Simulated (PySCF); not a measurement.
[C6H4S]+: g tensor and hyperfine couplings

C₆H₄S (charge +1 and doublet state).
Geometry (GFN2-xTB, Å), atoms numbered from 1 in this order:
```
atom  x, y, z in Å
C1     3.1009   -0.0465    0.0393
C2     1.8876    0.0170   -0.0154
C3     0.5199    0.1002   -0.0892
C4    -0.4308   -0.6753    0.5803
C5    -1.7232   -0.3088    0.2638
C6    -1.7779    0.7561   -0.6546
S7    -0.2767    1.3152   -1.1399
H8     4.1530   -0.1155    0.0969
H9    -0.1603   -1.4639    1.2610
H10   -2.6055   -0.7762    0.6668
H11   -2.6816    1.2005   -1.0350
```

The species is `[CH+]=[C]c1cccs1` [radical] (charge +1).

Level of theory: UKS B3LYP, pcH-1 on C H S, non-relativistic, mean-field spin-orbit, GIAO in PySCF. Isolated species at its GFN2-xTB geometry, gas phase. A GFN2-xTB geometry isn't a minimum of the functional, and hyperfine couplings can be far from their values at a DFT geometry, by a factor of two or more for some ions and for spin on atoms past the first row. No stability test was run, so a lower SCF solution isn't excluded.

| Item | Value |
| --- | --- |
| g1, g2, g3 | 2.00081, 2.00200, 2.00382 |
| g_iso | 2.00221 |
| Form of g | rhombic: the two nearest values differ by 40 % of g3 − g1 |
| ⟨S²⟩ | 0.7674 (exact 0.7500) |
| α and β electrons | 28, 27 |
| HOMO–LUMO gap, α and β orbitals | 4.93, 2.71 eV |

Isotropic coupling and dipolar principal values T1 to T3, in MHz; ρ(0) is the spin density at the nucleus:

```
atom  isotope  a_iso  of which spin–orbit     T1     T2    T3  Mulliken spin population  ρ(0) (bohr⁻³)
  C1      13C   33.1                 -0.1  -36.9  -29.7  66.5                      0.42         0.0295
  C2      13C  -37.5                  0.0   -7.9   -1.4   9.3                     -0.10        -0.0334
  C3      13C   30.5                 -0.2  -28.1  -27.0  55.0                      0.33         0.0273
  C4      13C   -9.2                  0.0   -3.2   -2.5   5.7                      0.01        -0.0082
  C5      13C   -2.0                  0.0   -8.2   -7.2  15.4                      0.08        -0.0018
  C6      13C   26.8                  0.0  -28.1  -27.6  55.7                      0.33         0.0238
  S7      33S   -1.9                  0.0   -1.0   -0.3   1.3                     -0.04        -0.0057
  H8       1H  -34.9                  0.0  -15.7   -3.1  18.9                     -0.02        -0.0078
  H9       1H   -3.3                  0.0   -2.7   -2.6   5.3                      0.00        -0.0007
 H10       1H   -7.6                  0.0   -5.3   -2.4   7.7                      0.00        -0.0017
 H11       1H  -24.4                  0.0  -13.6   -2.0  15.6                     -0.01        -0.0055
```

Largest spin populations (Mulliken): C1 (+0.42), C3 (+0.33), C6 (+0.33) and C2 (-0.10). Three atoms exceed +0.15.

The SMILES `[CH+]=[C]c1cccs1` draws the unpaired electron on C2, whose computed spin population is only -0.10.

Axes: g1 points within 3° of the C6–S7 bond, g2 is normal to the molecular plane and g3 points within 3° of the C3–S7 bond.

Under fast tumbling the dipolar parts average out, and these isotropic splittings remain: 1 × 1H (H8, I = 1/2, 2 lines) with 1.25 mT, 1 × 1H (H11, I = 1/2, 2 lines) with 0.87 mT, 1 × 1H (H10, I = 1/2, 2 lines) with 0.27 mT and 1 × 1H (H9, I = 1/2, 2 lines) with 0.12 mT.

The 13C coupling of C2 (-37.5 MHz) shows only in satellite lines or after enrichment, since that isotope makes up about 1.07 % of natural carbon.

Time: 57 s of wall time (with the writing of density and orbital grids); peak memory 0.86 GiB. Hardware: one thread of an Arm Neoverse V1 (shared host).
